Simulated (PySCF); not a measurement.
# How methods differ on the ionisation energy of Ne(2+)

Ne(2+) [He] 2s2 2p4 (3P) → Ne(3+) [He] 2s2 2p3 (4S), as a difference of total energies. All numbers are calculated (PySCF 2.14, no relativity, point nucleus, in dyall-av2z (11s7p2d, 42 functions)). Correlated levels: valence: 1s2 frozen; virtual orbitals above 40 to 60 times the deepest correlated orbital energy dropped. The calculations carry no spin-orbit coupling.

| method | ionisation energy (eV) | plus first-order spin-orbit estimate | error of that sum (eV) |
| --- | --- | --- | --- |
| UHF | 61.784 | 61.821 | -1.602 |
| LDA | 63.617 | 63.654 | +0.231 |
| PBE | 63.849 | 63.887 | +0.464 |
| PBE0 | 63.698 | 63.735 | +0.312 |
| r2SCAN | 63.571 | 63.608 | +0.185 |
| r2SCAN0 | 63.474 | 63.511 | +0.088 |
| wB97X | 63.554 | 63.591 | +0.168 |
| r2SCANh | 63.532 | 63.569 | +0.146 |
| wB97M-V | 63.538 | 63.575 | +0.152 |
| MP2 (valence) | 62.752 | 62.789 | -0.634 |
| SCS-MP2 (valence) | 62.808 | 62.846 | -0.577 |

Reference: 63.423 eV (measured; NIST Atomic Spectra Database, ionization energies).

A first-order spin-orbit estimate (lowest level to lowest level, LS coupling) adds 0.037 eV.

Errors of the correlated levels include the incompleteness of this basis and the frozen core.
